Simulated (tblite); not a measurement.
Record of a relaxation.

Compound: C8H8N (doublet state).
SMILES with atom numbers: `[CH3:1]/[N:2]=[CH:3]/[c:4]1[cH:5][c:6][cH:7][cH:8][cH:9]1` (hydrogens: H10, H11, H12 on C1; H13 on C3; H14 on C5; H15 on C7; H16 on C8; H17 on C9)
Bond orders are those of one Lewis drawing.

Computed with GFN2-xTB (tblite), gas phase: L-BFGS steps from a force-field or distance-geometry start until the largest atomic force falls under 0.01 eV/Å. 7 of its 103 geometries are shown.

Step 0: E = -652.5309 eV, largest atomic force 2.987 eV/Å
```
atom  x, y, z in Å  |  force x, y, z in eV/Å
C1      3.328   -0.114    0.047   -0.355   0.333  -0.404
N2      1.946    0.270    0.206   -0.475  -1.303  -0.079
C3      1.008   -0.599    0.082    0.375   2.923   0.489
C4     -0.366   -0.058    0.273    1.445  -1.200  -0.179
C5     -0.573    1.263    0.602   -0.763   2.623   0.493
C6     -1.868    1.761    0.783    1.065  -2.510  -0.603
C7     -2.927    0.870    0.643   -0.061   1.846   0.465
C8     -2.725   -0.457    0.338    0.094  -0.342  -0.085
C9     -1.426   -0.914    0.155   -1.459  -0.869  -0.149
H10     3.666   -0.588    0.987    0.082   0.160  -0.589
H11     3.418   -0.790   -0.835    0.318   0.163   0.673
H12     3.886    0.828   -0.147   -0.153  -0.696   0.213
H13     1.168   -1.633   -0.158   -0.102  -0.545  -0.134
H14     0.266    1.969    0.702   -0.276  -0.669  -0.091
H15    -3.913    1.284    0.801   -0.246  -0.272  -0.065
H16    -3.593   -1.110    0.251    0.319   0.099  -0.004
H17    -1.303   -1.968   -0.091    0.192   0.260   0.050
```

Step 17: E = -652.8770 eV, largest atomic force 0.200 eV/Å
```
atom  x, y, z in Å  |  force x, y, z in eV/Å
C1      3.341   -0.137    0.040    0.046   0.001  -0.020
N2      1.991    0.289    0.254    0.028  -0.104  -0.039
C3      1.015   -0.493    0.079    0.050   0.017   0.037
C4     -0.356   -0.052    0.290   -0.017   0.051   0.012
C5     -0.600    1.296    0.612    0.007   0.041  -0.010
C6     -1.885    1.697    0.780   -0.020  -0.013   0.002
C7     -2.980    0.887    0.658    0.014  -0.027   0.005
C8     -2.741   -0.450    0.344   -0.025  -0.013  -0.007
C9     -1.448   -0.910    0.165   -0.030   0.036  -0.006
H10     3.739   -0.561    0.970   -0.074  -0.004  -0.117
H11     3.453   -0.874   -0.769   -0.081  -0.046   0.177
H12     3.950    0.736   -0.201   -0.112   0.028   0.007
H13     1.130   -1.542   -0.239    0.019   0.042  -0.048
H14     0.249    1.955    0.702    0.015   0.013   0.015
H15    -3.991    1.245    0.795    0.076   0.001  -0.004
H16    -3.582   -1.121    0.236    0.035  -0.033   0.003
H17    -1.296   -1.953   -0.077    0.070   0.009  -0.009
```

Step 34: E = -652.9100 eV, largest atomic force 0.063 eV/Å
```
atom  x, y, z in Å  |  force x, y, z in eV/Å
C1      3.332   -0.204    0.071    0.007  -0.014  -0.001
N2      2.019    0.276    0.348    0.044   0.028  -0.022
C3      1.014   -0.418    0.042   -0.007  -0.032   0.023
C4     -0.348    0.019    0.290   -0.023  -0.006  -0.058
C5     -0.624    1.354    0.633    0.004  -0.023   0.034
C6     -1.925    1.699    0.804   -0.007   0.000  -0.005
C7     -2.990    0.854    0.668   -0.007   0.008  -0.002
C8     -2.714   -0.473    0.341   -0.032   0.018   0.000
C9     -1.407   -0.876    0.151   -0.030  -0.017   0.025
H10     3.807   -0.473    1.017    0.012   0.017   0.013
H11     3.345   -1.077   -0.597    0.023  -0.017   0.026
H12     3.912    0.606   -0.370   -0.018   0.015  -0.015
H13     1.099   -1.407   -0.440    0.043   0.001  -0.002
H14     0.203    2.037    0.743   -0.005   0.015  -0.005
H15    -4.010    1.183    0.800    0.010   0.007   0.024
H16    -3.526   -1.179    0.233    0.002   0.008  -0.002
H17    -1.195   -1.907   -0.095   -0.015  -0.009  -0.033
```

Step 51: E = -652.9243 eV, largest atomic force 0.051 eV/Å
```
atom  x, y, z in Å  |  force x, y, z in eV/Å
C1      3.335   -0.187    0.100   -0.020  -0.010  -0.015
N2      2.002    0.266    0.316    0.026   0.043   0.009
C3      1.010   -0.449    0.009    0.013  -0.004   0.016
C4     -0.356   -0.002    0.235    0.004   0.001   0.006
C5     -0.606    1.324    0.630   -0.016   0.002   0.006
C6     -1.897    1.682    0.847   -0.021   0.006   0.007
C7     -2.979    0.858    0.718    0.009  -0.017  -0.010
C8     -2.731   -0.457    0.322    0.011   0.001  -0.004
C9     -1.435   -0.871    0.079    0.012  -0.009   0.021
H10     3.840   -0.247    1.067   -0.039   0.002  -0.022
H11     3.395   -1.162   -0.405    0.007  -0.004   0.013
H12     3.857    0.566   -0.493   -0.008  -0.011  -0.008
H13     1.115   -1.453   -0.433    0.006  -0.009  -0.002
H14     0.231    1.994    0.744    0.001  -0.008   0.003
H15    -3.986    1.198    0.912    0.026  -0.030  -0.008
H16    -3.551   -1.154    0.211   -0.007   0.050  -0.006
H17    -1.250   -1.893   -0.222   -0.005  -0.002  -0.007
```

Step 68: E = -652.9270 eV, largest atomic force 0.030 eV/Å
```
atom  x, y, z in Å  |  force x, y, z in eV/Å
C1      3.330   -0.180    0.092   -0.004  -0.014  -0.018
N2      1.999    0.286    0.287    0.019   0.022   0.007
C3      1.011   -0.448    0.015    0.007  -0.007   0.013
C4     -0.355   -0.007    0.236   -0.010  -0.004   0.010
C5     -0.603    1.315    0.649   -0.005   0.009   0.010
C6     -1.891    1.673    0.878   -0.019   0.016  -0.008
C7     -2.974    0.854    0.729    0.000  -0.004  -0.005
C8     -2.731   -0.452    0.303   -0.009   0.001   0.007
C9     -1.435   -0.871    0.066   -0.015   0.002  -0.015
H10     3.836   -0.170    1.059    0.006  -0.007   0.001
H11     3.384   -1.190   -0.340    0.020  -0.007   0.005
H12     3.852    0.523   -0.557   -0.011   0.011  -0.012
H13     1.125   -1.467   -0.389   -0.009  -0.026  -0.001
H14     0.239    1.977    0.766    0.010   0.018   0.018
H15    -3.981    1.191    0.930    0.008  -0.018  -0.013
H16    -3.559   -1.132    0.165    0.009   0.006   0.007
H17    -1.254   -1.889   -0.251    0.003   0.002  -0.007
```

Step 85: E = -652.9297 eV, largest atomic force 0.018 eV/Å
```
atom  x, y, z in Å  |  force x, y, z in eV/Å
C1      3.333   -0.184    0.063    0.009  -0.003  -0.007
N2      2.008    0.298    0.260    0.003  -0.004   0.009
C3      1.013   -0.449    0.054    0.011   0.007  -0.006
C4     -0.352    0.001    0.264   -0.003  -0.006  -0.001
C5     -0.609    1.314    0.697    0.005   0.000   0.001
C6     -1.903    1.670    0.900    0.000  -0.003  -0.002
C7     -2.982    0.852    0.716    0.003  -0.004   0.001
C8     -2.728   -0.447    0.277   -0.008   0.002  -0.006
C9     -1.428   -0.860    0.054   -0.010  -0.001   0.010
H10     3.867   -0.108    1.012   -0.005  -0.005  -0.004
H11     3.378   -1.222   -0.300    0.000   0.013   0.010
H12     3.837    0.472   -0.648   -0.015   0.003  -0.005
H13     1.119   -1.492   -0.289    0.002   0.002  -0.001
H14     0.227    1.977    0.851    0.012   0.002   0.006
H15    -3.994    1.183    0.899    0.008  -0.005  -0.009
H16    -3.553   -1.127    0.116    0.002   0.000  -0.004
H17    -1.238   -1.869   -0.285   -0.015   0.002   0.009
```

Step 102: E = -652.9306 eV, largest atomic force 0.008 eV/Å
```
atom  x, y, z in Å  |  force x, y, z in eV/Å
C1      3.332   -0.176    0.052   -0.003  -0.004  -0.003
N2      2.006    0.294    0.270   -0.005  -0.004  -0.005
C3      1.014   -0.459    0.071    0.000   0.000   0.004
C4     -0.352   -0.011    0.283   -0.002   0.000   0.004
C5     -0.605    1.301    0.722    0.001   0.004  -0.002
C6     -1.898    1.667    0.907   -0.001  -0.004   0.006
C7     -2.981    0.859    0.702    0.001  -0.002  -0.001
C8     -2.731   -0.441    0.264   -0.001  -0.004   0.004
C9     -1.431   -0.864    0.060   -0.001  -0.003   0.003
H10     3.891   -0.067    0.983    0.001   0.003   0.002
H11     3.382   -1.222   -0.284    0.001  -0.002  -0.001
H12     3.804    0.468   -0.692    0.003   0.003   0.002
H13     1.123   -1.501   -0.273    0.002   0.005   0.000
H14     0.236    1.955    0.893    0.005   0.005   0.000
H15    -3.993    1.197    0.869    0.002   0.003  -0.006
H16    -3.558   -1.114    0.088   -0.001   0.000   0.000
H17    -1.246   -1.874   -0.277   -0.002  -0.001  -0.005
```

Question: Summarise the path.

Answer: The energy falls by 38.56 kJ/mol from step 0 to step 102; nine tenths of that is first reached at step 22. It falls at every step. The largest force goes from 2.987 to 0.008 eV/Å. Among the bonds C5–C6 changes most, from 1.399 to 1.357 Å; the atoms move by 0.298 Å rms after alignment.

Question: Follow the three bonds and two angles with the largest change from start to end.

Answer: 
```
step  E above end (kJ/mol)  largest force (eV/Å)  C5–C6 (Å)  C3–C4 (Å)  C3–H13 (Å)  N2–C3–C4 (°)  C5–C6–C7 (°)
   0                 38.56                 2.987      1.399      1.489       1.073         114.5         117.6
   4                  8.57                 0.316      1.354      1.459       1.107         118.4         124.7
   9                  6.41                 0.119      1.355      1.452       1.101         120.0         124.9
  13                  5.98                 0.137      1.356      1.456       1.100         120.8         124.8
  18                  4.88                 0.201      1.357      1.457       1.105         121.4         125.1
  22                  3.68                 0.144      1.358      1.461       1.103         122.4         125.5
  27                  2.39                 0.086      1.358      1.454       1.104         122.8         125.4
  31                  2.11                 0.047      1.358      1.453       1.102         123.0         125.3
  35                  1.92                 0.075      1.358      1.452       1.104         122.6         125.2
  40                  1.51                 0.071      1.358      1.453       1.101         122.9         125.2
  44                  1.19                 0.059      1.357      1.454       1.103         122.6         125.1
  49                  0.73                 0.072      1.357      1.454       1.102         122.0         125.4
  53                  0.56                 0.042      1.357      1.455       1.104         121.7         125.2
  58                  0.48                 0.033      1.357      1.454       1.102         121.8         125.1
  62                  0.44                 0.033      1.357      1.454       1.103         121.7         125.1
  67                  0.36                 0.026      1.356      1.453       1.102         121.8         125.2
  71                  0.28                 0.037      1.356      1.453       1.102         122.1         125.0
  75                  0.17                 0.038      1.357      1.453       1.103         122.3         125.2
  80                  0.10                 0.015      1.357      1.453       1.103         122.3         125.2
  84                  0.08                 0.018      1.357      1.453       1.103         122.3         125.2
  89                  0.05                 0.024      1.357      1.453       1.103         122.3         125.2
  93                  0.04                 0.016      1.357      1.453       1.103         122.3         125.2
  98                  0.01                 0.016      1.357      1.453       1.103         122.2         125.2
 102                  0.00                 0.008      1.357      1.453       1.103         122.2         125.2
```

The cost below is that of the whole relaxation. On one thread, Arm Neoverse V1 (aarch64), no GPU (shared host), this took 0.65 s of wall time.
